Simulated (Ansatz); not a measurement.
Mulliken charges of `O=[Se]` (triplet) from ωB97M-V/def2-TZVPP in Ansatz (PBE0-D4/def2-TZVP geometry).

| atom | x (Å) | y (Å) | z (Å) | charge (e) |
| --- | --- | --- | --- | --- |
| O1 | 0.000 | 0.000 | -0.014 | -0.377 |
| Se2 | 0.000 | 0.000 | 1.619 | 0.377 |

By hand: the dipole of these point charges (1 e Å = 4.8032 D).

Σ q r = (0.000, 0.000, 0.616) e Å, of length 0.616 e Å = 2.96 D.

How does the dipole of the full density compare? (Best estimate.)

Ansatz gave: (0.000, 0.000, 0.471) e Å, 2.26 D; the point charges give 1.31 times that, at 0° from its direction.

Point charges leave out the atoms' own dipoles, such as those of lone pairs, and Mulliken's split depends on the basis, so the two needn't agree.
